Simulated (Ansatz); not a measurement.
Ansatz (an electronic-structure program) input:

Ansatz 0.2 input:
```yaml
crystal:
  periodic: [false, false, false]
  atoms:
    - {symbol: N, position_ang: [1.14827058, 1.16898731, 0.71238163]}
    - {symbol: Si, position_ang: [0.07455881, 0.10677996, 0.06097530]}
    - {symbol: N, position_ang: [-0.74057974, -1.09763299, 1.09830777]}
    - {symbol: N, position_ang: [0.94354498, -0.80440230, -1.18941635]}
    - {symbol: O, position_ang: [-1.34153576, 0.64740820, -0.73703809]}
    - {symbol: H, position_ang: [0.76285136, 1.87469718, 1.33250947]}
    - {symbol: H, position_ang: [-1.74848840, -1.00208853, 1.10196200]}
    - {symbol: H, position_ang: [-0.40826627, -1.05551565, 2.05246740]}
    - {symbol: H, position_ang: [0.76989032, -1.80050978, -1.14671735]}
    - {symbol: H, position_ang: [1.93863432, -0.64505616, -1.09345296]}
    - {symbol: H, position_ang: [-1.08480955, 1.08562372, -1.55302946]}
basis:
  gaussian:
    orbitals: def2-TZVPD
hamiltonian:
  xc: {name: B2GP-PLYP}
total_charge: -1
magnetization: {spin_polarized: false}
correlation: {electrons: outside_noble_gas}
```

Task: What final total energy does it print?

Result: -532.47331 Eh (B2GP-PLYP/def2-TZVPD). The basis has 248 functions.

It need not be the lowest isomer of its formula. Whether it binds its extra electron was not tested at this geometry.
